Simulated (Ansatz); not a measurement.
`C[O][Al]([OH])[SiH3]` → Al• + C• + 7 H• + 2 O• + Si•  (atomization)

Program: Ansatz. Geometries: PBE0-D4/def2-TZVP. ΔE: electronic, gas phase. CCSD(T)/CBS is the MP2 limit (def2-TZVPP, def2-QZVPP) plus CCSD(T) − MP2 in def2-TZVPP, frozen cores. This one scheme is used for every species, atoms too. DFT in def2-TZVPP. Open shells (•) are unrestricted, without spin–orbit coupling. Spin–orbit coupling would lower the free atoms: a little for Al, C, O, Si. One conformer a species, not always the lowest.

CCSD(T)/CBS gives +4242.3 kJ/mol.

**Question.** Another level gave +4232.2 kJ/mol. Which?
A. PBE0-D4/def2-TZVPP
B. r2SCAN0-D4/def2-TZVPP
C. B97M-V/def2-TZVPP
D. CAM-B3LYP-D4/def2-TZVPP

**Answer.** C. B97M-V 4232.2, PBE0-D4 4181.7, r2SCAN0-D4 4162.9, CAM-B3LYP-D4 4242.7 kJ/mol.

Largest T1 diagnostic among the species: 0.018.

In def2-TZVPP, CCSD(T) changes the Hartree–Fock value by +1033.5 kJ/mol (the triples alone add +53.7 kJ/mol) and MP2 by +1089.1 kJ/mol; breaking electron pairs costs correlation energy, which Hartree–Fock lacks. From BLYP to BHLYP (50 % exact exchange), in def2-TZVPP and without D4, ΔE moves by −82.7 kJ/mol: exact exchange takes away binding that semilocal exchange gives to molecules.

For atomizations the MP2-based limit and the directly extrapolated one differ by several kJ/mol either way, and by 10 to 25 for some Ge, Se and Sn compounds, so smaller differences from it don't rank the levels.
